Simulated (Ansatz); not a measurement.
C3F6 (`FC(F)=C(F)C(F)(F)F`), relaxed with RKS PBE-D4/def2-SVP in the Gaussian-basis code of Ansatz from a rough embedded geometry. The force threshold is 0.03 eV/Å; the program also tests the step.

Total charge 0; spin multiplicity 1.

Start:

```xyz
9

F    -0.436   -0.275    2.054
C     0.014    0.709    1.178
F     0.294    1.922    1.679
C     0.135    0.559   -0.099
F     0.615    1.556   -0.876
C    -0.075   -0.787   -0.809
F    -0.512   -1.762    0.053
F     1.026   -1.226   -1.399
F    -1.060   -0.696   -1.781
```

How much energy does the relaxation release, and in how many steps? (Best estimate.)

Computed: 9.94 kcal/mol, in 5 steps, 1 of them rejected.

Which bonds change most? (Best estimate.)

Ansatz gave: F1–C2 from 1.393 to 1.316 Å; C2–C4 from 1.291 to 1.351 Å; C6–F9 from 1.387 to 1.352 Å; C4–C6 from 1.536 to 1.506 Å.

Give the relaxed structure. (An estimate is asked.)

Ansatz gave: 
```xyz
9

F    -0.422   -0.152    2.094
C    -0.002    0.730    1.211
F     0.246    1.906    1.752
C     0.168    0.490   -0.107
F     0.601    1.479   -0.905
C    -0.089   -0.807   -0.829
F    -0.484   -1.775    0.018
F     1.028   -1.224   -1.464
F    -1.047   -0.647   -1.769
```
